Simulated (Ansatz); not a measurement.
Basis-set series for GeH$_{5}$NSTe, SMILES `[NH2][GeH]([SH])[TeH]`. Total charge 0; spin multiplicity 1. Te: def2 effective core potential. The structure was optimised at the PBE0-D4/def2-TZVP level. It is one conformer, not always the lowest.

Cartesian coordinates in Å:
```
N 0.200 -1.427 0.791
Ge 0.078 0.048 -0.286
S -2.077 0.561 -0.394
Te 1.288 2.119 0.642
H 1.140 -1.762 0.952
H -0.279 -1.327 1.676
H 0.670 -0.318 -1.656
H -2.434 -0.656 -0.843
H 1.413 2.761 -0.881
```

```tsv
functional	basis	functions	energy (Eh)	HOMO (eV)	LUMO (eV)
PBE0-D4	def2-SVP	115	-2800.15404	-6.40	-0.74
PBE0-D4	def2-QZVPP	448	-2800.70014	-6.56	-1.07
ωB97M-V	def2-SVP	115	-2800.40092	-8.45	1.17
ωB97M-V	def2-QZVPP	448	-2800.94730	-8.65	0.63
```

**Question.** Give the rows for def2-TZVPP. (Best estimate.)

**Answer.** Computed: 
```tsv
functional	basis	functions	energy (Eh)	HOMO (eV)	LUMO (eV)
PBE0-D4	def2-TZVPP	241	-2800.63770	-6.53	-0.99
ωB97M-V	def2-TZVPP	241	-2800.88661	-8.62	0.79
```

Positive LUMOs are unbound and depend on the basis. Scalar relativity is left out up to krypton.
